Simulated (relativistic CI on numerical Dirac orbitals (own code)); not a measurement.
# Zn9+: q coefficients and field-shift factors

Calculated at this level of theory: Dirac-Coulomb-Breit CI, KLI orbitals optimised for each configuration, derivatives by finite differences, unscaled Slater integrals, QED left out (own radial code, finite nucleus).

Configurations in the expansion (outside the closed core [Ne]): 3s²3p⁶3d³, 3s²3p⁵3d⁴, 3s3p⁶3d⁴, 3s²3p⁶3d²4s, 3s²3p⁶3d²4p, 3p⁶3d⁵, 3s²3p⁶3d²4d, 3s²3p⁶3d4s². Levels of other configurations are missing.

With x = (α/α₀)² − 1 an excitation energy changes as ω = ω₀ + qx; K = 2q/ω₀ is the relative enhancement. Terms are leading LS components, so labels can repeat. The field-shift factor is F = δν/δ⟨r²⟩ for the transition from the lowest level.

Lowest level 3s²3p⁶3d³ ⁴F3/2.

| Level | ω₀ (cm⁻¹) | q (cm⁻¹) | K | F (GHz/fm²) |
| --- | --- | --- | --- | --- |
| 3s²3p⁶3d³ ⁴F5/2 | 1561 | 1704 | 2.18 | 0.00767 |
| 3s²3p⁶3d³ ⁴F7/2 | 3553 | 3707 | 2.09 | 0.0168 |
| 3s²3p⁶3d³ ⁴F9/2 | 5852 | 5804 | 1.98 | 0.0266 |
| 3s²3p⁶3d³ ⁴P1/2 | 30860 | 1805 | 0.117 | 0.0128 |
| 3s²3p⁶3d³ ⁴P3/2 | 31199 | 1574 | 0.101 | 0.0128 |
| 3s²3p⁶3d³ ⁴P5/2 | 33450 | 4543 | 0.272 | 0.0247 |
| 3s²3p⁶3d³ ²G7/2 | 33643 | 2462 | 0.146 | 0.0363 |
| 3s²3p⁶3d³ ²G9/2 | 35388 | 3594 | 0.203 | 0.0433 |
| 3s²3p⁶3d³ ²D3/2 | 43217 | 1506 | 0.0697 | 0.0285 |
| 3s²3p⁶3d³ ²P1/2 | 44618 | 3418 | 0.153 | 0.0447 |
| 3s²3p⁶3d³ ²H9/2 | 46441 | 4202 | 0.181 | 0.0713 |
| 3s²3p⁶3d³ ²H11/2 | 47441 | 4334 | 0.183 | 0.0742 |
| 3s²3p⁶3d³ ²D5/2 | 48519 | 5156 | 0.213 | 0.0386 |
| 3s²3p⁶3d³ ²P3/2 | 49904 | 7695 | 0.308 | 0.0586 |
| 3s²3p⁶3d³ ²F7/2 | 74849 | 3375 | 0.0902 | 0.0663 |
| 3s²3p⁶3d³ ²F5/2 | 75850 | 4148 | 0.109 | 0.0696 |
| 3s²3p⁶3d³ ²D5/2 | 117490 | 3826 | 0.0651 | 0.124 |
| 3s²3p⁶3d³ ²D3/2 | 118351 | 4478 | 0.0757 | 0.125 |
| 3s²3p⁵3d⁴ ⁶D°9/2 | 522707 | 12910 | 0.0494 | 0.657 |
| 3s²3p⁵3d⁴ ⁶D°7/2 | 523226 | 12610 | 0.0482 | 0.647 |
| 3s²3p⁵3d⁴ ⁶D°5/2 | 524459 | 13660 | 0.0521 | 0.634 |
| 3s²3p⁵3d⁴ ⁶D°3/2 | 525970 | 15550 | 0.0591 | 0.621 |
| 3s²3p⁵3d⁴ ⁶D°1/2 | 527238 | 17470 | 0.0663 | 0.611 |

At this charge energies of transitions that change n are usually good to better than 1 %, and those within a shell (Δn = 0) to a few per cent. Terms inside the open d or f shell come out 10 to 20 % too wide with unscaled integrals.
